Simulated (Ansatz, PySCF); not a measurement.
Molecule: sum formula LiOH (charge 0, singlet). 
Structure (B3LYP-D3(BJ)/def2-TZVP (Ansatz, an electronic-structure program) minimum search):
```
O
H 1 0.9514
Li 1 1.5725 2 180.00
```
Charge 0, spin multiplicity 1.

Property: atomisation energy (electronic, to ground-state atoms), in kJ/mol. Valence correlation only, unless marked. Open shells are spin-unrestricted. Spin-orbit coupling is left out. No relativistic terms. The coupled-cluster limit lacks core correlation, which all-electron functionals hold. Basis-set limits of correlation are two-point, X^-3; Hartree-Fock from the larger set.

| level | program | atomisation energy (kJ/mol) |
|---|---|---|
| HF/def2-QZVPP | Ansatz | 545.0 |
| BP86-D4/def2-TZVPD | PySCF + dftd4 | 902.6 |
| HSE06-D3(BJ)/def2-TZVPD | Ansatz + dftd3 | 849.3 |
| CAM-B3LYP-D4/def2-TZVPD | Ansatz + dftd4 | 884.0 |
| SCS-MP2/STO-3G | Ansatz | 653.5 |

### Question
Estimate the value at CCSD(T)/CBS(def2-TZVPPD,def2-QZVPPD) as computed with Ansatz.

### Answer
885.2 kJ/mol, so SCS-MP2/STO-3G differs from it by -231.7 kJ/mol.
